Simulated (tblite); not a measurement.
Compound: C₄H₈B₂F₂.
Numbering: `[BH2:1][CH2:2]/[C:3]([CH3:4])=[CH:5]\[B:6]([F:7])[F:8]` (hydrogens: H9, H10 on B1; H11, H12 on C2; H13, H14, H15 on C4; H16 on C5)

Computed with GFN2-xTB (tblite), gas phase: L-BFGS steps from a force-field or distance-geometry start until the largest atomic force falls under 0.01 eV/Å.

Step 34: E = -670.5357 eV
```
atom  x, y, z in Å  |  force x, y, z in eV/Å
B1     -1.8471   -0.8268   -0.1750   -0.038  -0.041   0.000
C2     -0.9542    0.0336    0.8088   -0.013  -0.031  -0.028
C3      0.2444    0.5280    0.0725    0.034  -0.112  -0.087
C4      0.1263    1.8509   -0.6143    0.005   0.016  -0.017
C5      1.3595   -0.2169   -0.0706    0.056  -0.006   0.051
B6      1.6187   -1.6182    0.4857    0.000   0.016   0.018
F7      2.7599   -2.2596    0.2587   -0.033   0.013   0.002
F8      0.7650   -2.3294    1.2146    0.050  -0.036  -0.007
H9     -1.9470   -0.4980   -1.2968    0.002  -0.049   0.108
H10    -2.4138   -1.7713    0.2190    0.001   0.101  -0.031
H11    -1.5559    0.8793    1.1524    0.023   0.023   0.006
H12    -0.6557   -0.5300    1.6891   -0.039  -0.037   0.012
H13     0.4125    1.7478   -1.6575    0.000   0.066  -0.063
H14    -0.8851    2.2387   -0.5555   -0.047   0.026  -0.039
H15     0.8002    2.5751   -0.1619    0.041   0.021   0.051
H16     2.1649    0.2057   -0.6623   -0.042   0.030   0.024
```

Step 35: E = -670.5378 eV
```
atom  x, y, z in Å  |  force x, y, z in eV/Å
B1     -1.8603   -0.8253   -0.1770    0.028   0.014   0.084
C2     -0.9565    0.0264    0.8034    0.063  -0.003  -0.013
C3      0.2458    0.5250    0.0741    0.031  -0.097  -0.123
C4      0.1272    1.8475   -0.6125    0.013   0.019  -0.045
C5      1.3652   -0.2138   -0.0708    0.035  -0.013   0.071
B6      1.6268   -1.6152    0.4830    0.008   0.021   0.029
F7      2.7669   -2.2561    0.2510   -0.023   0.002  -0.001
F8      0.7778   -2.3243    1.2189    0.042  -0.048  -0.006
H9     -1.9478   -0.5054   -1.2982   -0.008  -0.034   0.017
H10    -2.4484   -1.7462    0.2300   -0.051   0.020  -0.016
H11    -1.5581    0.8694    1.1550    0.029   0.033  -0.016
H12    -0.6535   -0.5353    1.6829   -0.061  -0.079   0.017
H13     0.4280    1.7435   -1.6514   -0.014   0.073  -0.080
H14    -0.8863    2.2306   -0.5665   -0.058   0.026  -0.036
H15     0.7931    2.5757   -0.1565    0.050   0.037   0.079
H16     2.1726    0.2125   -0.6589   -0.083   0.029   0.037
```

Step 36: E = -670.5398 eV
```
atom  x, y, z in Å  |  force x, y, z in eV/Å
B1     -1.8704   -0.8134   -0.1811    0.001  -0.017   0.086
C2     -0.9532    0.0163    0.8042    0.102   0.045   0.020
C3      0.2487    0.5188    0.0761    0.019  -0.027  -0.128
C4      0.1199    1.8399   -0.6132    0.014   0.045  -0.054
C5      1.3737   -0.2117   -0.0706   -0.005  -0.003   0.074
B6      1.6373   -1.6116    0.4829    0.025   0.001   0.050
F7      2.7723   -2.2562    0.2379   -0.014  -0.009   0.001
F8      0.7970   -2.3156    1.2348    0.050  -0.048  -0.018
H9     -1.9073   -0.5072   -1.3125   -0.044  -0.093   0.097
H10    -2.5146   -1.6956    0.2380   -0.001   0.094  -0.085
H11    -1.5497    0.8567    1.1763    0.058   0.004  -0.057
H12    -0.6460   -0.5539    1.6777   -0.089  -0.101  -0.008
H13     0.4411    1.7370   -1.6468   -0.028   0.089  -0.061
H14    -0.9024    2.2074   -0.5863    0.015   0.000  -0.030
H15     0.7682    2.5811   -0.1485    0.004  -0.003   0.065
H16     2.1779    0.2169   -0.6622   -0.106   0.023   0.049
```

Question: Estimate the geometry and energy of step 37. (The exact step hangs on the optimiser's Hessian estimate; all steps are aligned on step 36, rigid shifts and turns removed.)

Answer: E = -670.5431 eV, largest force 0.144 eV/Å
```
atom  x, y, z in Å  |  force x, y, z in eV/Å
B1     -1.8770   -0.8132   -0.1799    0.052   0.047   0.091
C2     -0.9538    0.0123    0.8010    0.124   0.061   0.039
C3      0.2486    0.5140    0.0717   -0.010   0.053  -0.085
C4      0.1201    1.8386   -0.6141    0.015   0.032  -0.052
C5      1.3777   -0.2105   -0.0683   -0.040   0.004   0.052
B6      1.6411   -1.6101    0.4831    0.038  -0.008   0.053
F7      2.7747   -2.2543    0.2342    0.020  -0.025  -0.006
F8      0.8048   -2.3157    1.2369    0.025  -0.051  -0.007
H9     -1.9073   -0.5126   -1.3101   -0.050  -0.080   0.026
H10    -2.5310   -1.6807    0.2419   -0.063   0.005  -0.043
H11    -1.5478    0.8533    1.1773    0.065  -0.001  -0.072
H12    -0.6468   -0.5581    1.6747   -0.081  -0.105  -0.016
H13     0.4472    1.7400   -1.6466   -0.027   0.088  -0.054
H14    -0.9038    2.2043   -0.5933    0.042  -0.011  -0.020
H15     0.7657    2.5796   -0.1431   -0.023  -0.026   0.053
H16     2.1799    0.2221   -0.6585   -0.086   0.017   0.042
```

The energy changes by -0.0033 eV. The first-order estimate −F·Δx gives -0.0041 eV and the mean of the old and new forces, exact on a quadratic surface, -0.0033 eV. The step makes an angle of 71° with the force vector and moves no atom by more than 0.022 Å.

What follows is the cost of the whole relaxation. The run took 0.52 s wall on one thread of an Intel Xeon 6975P-C, no GPU, shared host with 128 logical CPUs at a one-minute load of 45.
